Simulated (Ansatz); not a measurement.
Zn₃⁺. Total charge 1; doublet. Geometry B3LYP/def2-TZVP, basis def2-TZVP, Ansatz.

```xyz
3

Zn   -2.514   -0.880    0.040
Zn   -0.001    0.002   -0.010
Zn    2.515    0.878   -0.030
```

```csv
run,HOMO (eV),LUMO (eV)
A,-9.85,-8.01
B,-9.39,-8.83
C,-9.88,-8.35
D,-9.64,-9.20
E,-9.35,-8.92
F,-9.66,-8.35
```

B3LYP takes the VWN-RPA correlation. The structure comes from a short search, and lower isomers may exist.

HOMO and LUMO are taken over both spins.

Problem. The runs used B3LYP, BLYP, LDA (SPW92), PBE, r2SCAN, r2SCANh. Estimate which is which.

Solution. A r2SCANh (10 % exact exchange); B PBE (0 % exact exchange); C B3LYP (20 % exact exchange); D LDA (SPW92) (0 % exact exchange); E BLYP (0 % exact exchange); F r2SCAN (0 % exact exchange). Exact exchange lowers occupied and raises empty levels; among semilocal functionals meta-GGAs tend to open the gap a little, and such runs are hard to tell apart. The gap grows from 0.43 eV (BLYP) to 1.84 eV (r2SCANh).
